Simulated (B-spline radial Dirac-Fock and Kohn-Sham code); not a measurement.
**Relativistic shifts of the levels of Pb²⁶⁺**

System: Pb²⁶⁺, configuration [Kr] 4d10 4f10.

Both columns are ΔSCF binding energies of the configuration average from a radial finite-basis atomic code: non-relativistic Hartree-Fock with a point nucleus, and Dirac-Fock with a finite nucleus and the Coulomb interaction alone, averaged over the two j levels with weights 2j+1.

```
shell  Hartree-Fock (eV)  Dirac-Fock (eV)  shift (eV)  shift (%)
   1s            80311.3          89305.6    +8994.25     +11.20
   2s            14301.2          16736.1    +2434.90     +17.03
   2p            13778.3          14608.9     +830.57      +6.03
   3s             4041.7           4662.9     +621.14     +15.37
   3p             3793.9           4034.5     +240.59      +6.34
   3d             3337.3           3322.8      -14.51      -0.43
   4s             1474.7           1648.9     +174.21     +11.81
   4p             1363.4           1432.1      +68.73      +5.04
   4d             1159.2           1160.3       +1.07      +0.09
   4f              891.1            877.9      -13.18      -1.48
```

Relativity binds 1s, 2s, 2p, 3s, 3p, 4s, 4p, 4d more strongly, among those listed most of all 2s in relative terms, and 3d, 4f more weakly, because the contracted s and p shells screen the nucleus better.

Values without a named source are computed, but for edge energies of neutral atoms, which are taken from tables.
